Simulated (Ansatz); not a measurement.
One change: `[F][Ge]([F])([F])[I]` becomes `[F][Ge]([F])([F])[Br]`.

Ansatz, PBE0-D4/def2-TZVP geometries, multiplicity 1. 

Elements past krypton have def2 core potentials. Scalar relativity is left out up to krypton.

| property | `[F][Ge]([F])([F])[I]` |
| --- | --- |
| LUMO energy (PBE0/def2-TZVPP) / eV | -2.35 |
| zero-point energy (PBE0-D4/def2-TZVP) / kJ/mol | 21.1 |
| size of the dipole moment (ωB97M-V/def2-TZVPP) / D | 2.49 |
| LUMO energy (PBE/def2-TZVPP) / eV | -3.28 |
| HOMO–LUMO gap (B3LYP/def2-TZVPP) / eV | 6.01 |
| HOMO energy (ωB97M-V/def2-TZVPP) / eV | -11.11 |

Give the same properties after the change, and the shifts. (An estimate is asked.)

The calculation gave: 
| property | `[F][Ge]([F])([F])[Br]` | shift |
| --- | --- | --- |
| LUMO energy (PBE0/def2-TZVPP) / eV | -2.02 | 0.33 |
| zero-point energy (PBE0-D4/def2-TZVP) / kJ/mol | 21.9 | 0.8 |
| size of the dipole moment (ωB97M-V/def2-TZVPP) / D | 1.66 | -0.83 |
| LUMO energy (PBE/def2-TZVPP) / eV | -3.05 | 0.23 |
| HOMO–LUMO gap (B3LYP/def2-TZVPP) / eV | 7.21 | 1.20 |
| HOMO energy (ωB97M-V/def2-TZVPP) / eV | -12.13 | -1.02 |

With PBE0 the HOMO falls by 0.93 eV and the LUMO rises by 0.33 eV, so the gap widens by about 1.26 eV. PBE moves the HOMO by -0.76 eV and ωB97M-V by -1.02 eV. Dipoles are sizes alone; their direction can turn.

B3LYP here is the variant with VWN-RPA as its local correlation; programs differ in this.

Spin–orbit coupling is left out; it splits and shifts lone-pair levels of the heavy atoms by tenths of an eV.
